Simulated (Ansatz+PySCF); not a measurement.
A calculation with Ansatz (development build ahead of 0.2.0).

```yaml
crystal:
  periodic: [false, false, false]
  atoms:
    - { symbol: H, position_ang: [0.0, 0.0, 0.0] }
    - { symbol: H, position_ang: [0.0, 0.0, 1.5] }
    - { symbol: H, position_ang: [0.0, 0.0, 3.0] }
    - { symbol: H, position_ang: [0.0, 0.0, 4.5] }
basis:
  gaussian: { orbitals: cc-pVDZ }
magnetization:
  spin_polarized: true
hamiltonian:
  xc: hf
correlation:
  method: mp2
  frozen_orbitals: { H: 0 }
output:
  forces: true
```

The input is written out in the form of the current development build from the run's settings.

The run gave:

* Converged: yes
* Reference energy: -2.05496 hartree
* Correlation energy: -0.02203 hartree
* Total energy: -2.07699 hartree
* Spin squared of the determinant: 1.102
* Stability test: minimum

Forces (eV/Å):
```json
{"atom": "H1", "Fx": "0.000", "Fy": "0.000", "Fz": "2.336"}
{"atom": "H2", "Fx": "0.000", "Fy": "0.000", "Fz": "-0.958"}
{"atom": "H3", "Fx": "0.000", "Fy": "0.000", "Fz": "0.958"}
{"atom": "H4", "Fx": "0.000", "Fy": "0.000", "Fz": "-2.336"}
```

Caution: large amplitudes, a single reference is doubtful; the unrestricted determinant is a mixture of spin states; the determinant breaks the point group; another reference gives a lower total.
